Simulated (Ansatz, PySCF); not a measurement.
Gas-phase reaction (SMILES): C[C@H](Cl)CCCl -> C[C@H](Cl)C[CH]Cl + H atom; the C-H bond at the site shown breaks (other sites are not compared here).

Each molecule is optimised on its own at B3LYP-D3(BJ)/def2-TZVP (Ansatz, a quantum-chemistry and plane-wave program), one conformer each, not searched for the lowest. Cores are frozen in the correlated levels unless marked. UHF or UKS for open shells. Spin-orbit coupling is left out. No relativistic terms. CBS(X,Y): correlation extrapolated as X^-3; Hartree-Fock from the larger set. Thermal terms are rigid-rotor harmonic-oscillator values from B3LYP-D3(BJ) frequencies (PySCF) at 298.15 K and 1 atm. 1 Eh = 627.5095 kcal/mol. Atoms have translation alone. Electronic entropy comes from spin alone.

```json
[
 {"species": "C[C@H](Cl)CCCl", "E, CCSD(T)/CBS(cc-pV(T+d)Z,cc-pV(Q+d)Z) (Ansatz) (Eh)": "-1076.58370", "E, PBE-D3(BJ)/def2-TZVPD (Ansatz + dftd3) (Eh)": "-1077.15658", "H - E (Eh)": "0.12294", "G - E (Eh)": "0.08175"},
 {"species": "C[C@H](Cl)C[CH]Cl", "E, CCSD(T)/CBS(cc-pV(T+d)Z,cc-pV(Q+d)Z) (Ansatz) (Eh)": "-1075.91517", "E, PBE-D3(BJ)/def2-TZVPD (Ansatz + dftd3) (Eh)": "-1076.49763", "H - E (Eh)": "0.10896", "G - E (Eh)": "0.06641"},
 {"species": "H atom", "E, CCSD(T)/CBS(cc-pV(T+d)Z,cc-pV(Q+d)Z) (Ansatz) (Eh)": "-0.49995", "E, PBE-D3(BJ)/def2-TZVPD (Ansatz + dftd3) (Eh)": "-0.49962", "H - E (Eh)": "0.00236", "G - E (Eh)": "-0.01065"}
]
```

Task: Work out ΔE and ΔH, ΔG, ΔS and the equilibrium constant at 298.15 K at the first level, then ΔH at the second.

Result: 
1. ΔE = [(-1075.91517) + (-0.49995)] - [(-1076.58370)] = 0.16858 Eh = 105.8 kcal/mol at CCSD(T)/CBS(cc-pV(T+d)Z,cc-pV(Q+d)Z).
2. The terms H - E add up to -0.01162 Eh, so ΔH = (0.16858 + (-0.01162))×627.5095 = 98.5 kcal/mol.
3. The terms G - E add up to -0.02599 Eh, so ΔG = 89.5 kcal/mol, and ΔS = (-0.01162 - (-0.02599))×627509.5/298.15 = 30.2 cal/(mol K).
4. log10 K = -ΔG/(RT ln 10) = -65.6, with RT ln 10 = 1.3642 kcal/mol.
5. With ΔH and ΔS taken as constant, ΔG changes sign near ΔH/ΔS = 3260 K, a rough figure that leaves out heat capacities.
6. At PBE-D3(BJ)/def2-TZVPD the same steps give ΔE = 100.0 and ΔH = 92.7 kcal/mol, a shift of -5.8 from the first level.
7. These values are not checked against measurement here, since the tables used lack a sound gas-phase enthalpy of formation for at least one species.
